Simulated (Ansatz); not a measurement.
Computed with Ansatz on PBE0-D4/def2-TZVP structures; ΔE is electronic, products minus reactants. CCSD(T)/CBS is the MP2 limit (def2-TZVPP, def2-QZVPP) plus CCSD(T) − MP2 in def2-TZVPP, frozen cores. This one scheme is used for every species. Functionals use def2-TZVPP. HSE06 is defined as in plane-wave codes. Each species was taken in one conformer, which may not be the lowest.

`[OH][Al]1[O][SiH2]1` + SiH₄ → `[SiH3][Al]1[O][SiH2]1` + H₂O  (formal exchange of groups at the Al–O bond)

```tsv
level	ΔE (kJ/mol)
B97M-V	117.6
HSE06-D4	101.7
ωB97M-V	125.2
B2PLYP	127.1
revPBE	98.9
BLYP	121.1
r2SCANh	118.4
MP2/def2-QZVPP	128.0
```

Q: What does CCSD(T)/CBS give? (An estimate is asked.)

A: Computed: +116.6 kJ/mol. The listed levels differ from it by 1.0, -14.9, 8.6, 10.5, -17.7, 4.5, 1.8, 11.4 kJ/mol.

Largest T1 diagnostic among the species: 0.016.

From BLYP to BHLYP (50 % exact exchange), in def2-TZVPP and without D4, ΔE moves by +9.2 kJ/mol. Leaving LDA and LC-ωPBE aside and taking each functional with its dispersion term where it has one, the values, not all of them listed here, spread over 30.4 kJ/mol, from PBE-D4 to CAM-B3LYP-D4.
